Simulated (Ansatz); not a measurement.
All numbers were calculated with Ansatz.

A structure relaxed at PBE0-D4/def2-TZVP, charge 0, multiplicity 1:

| atom | x (Å) | y (Å) | z (Å) |
| --- | --- | --- | --- |
| C1 | 1.166 | 1.713 | 0.816 |
| C2 | 1.144 | 0.545 | 0.177 |
| N3 | 0.002 | -0.173 | -0.214 |
| Si4 | 0.225 | -1.700 | -1.002 |
| Cl5 | 0.051 | -3.275 | 0.305 |
| Si6 | -1.532 | 0.472 | 0.295 |
| Cl7 | -2.987 | -0.849 | -0.280 |
| H8 | 0.273 | 2.252 | 1.114 |
| H9 | 2.114 | 2.170 | 1.060 |
| H10 | 2.085 | 0.072 | -0.093 |
| H11 | -0.770 | -1.899 | -2.069 |
| H12 | 1.613 | -1.703 | -1.513 |
| H13 | -1.803 | 1.769 | -0.363 |
| H14 | -1.581 | 0.605 | 1.767 |

(1) Give its formula and SMILES.

(2) Point group (tolerance 0.08 Å, 0.16 Å for H)?

(3) Summarise the bond lengths by kind.

## Answers

(1) C2H7Cl2NSi2, `C=CN([SiH2]Cl)[SiH2]Cl`.

(2) C1.

(3) 1 × C–C 1.331 Å; 3 × C–H 1.081 to 1.087 Å; 1 × C–N 1.404 Å; 2 × N–Si 1.733 to 1.741 Å; 2 × Cl–Si 2.048 to 2.054 Å; 4 × H–Si 1.473 to 1.479 Å.
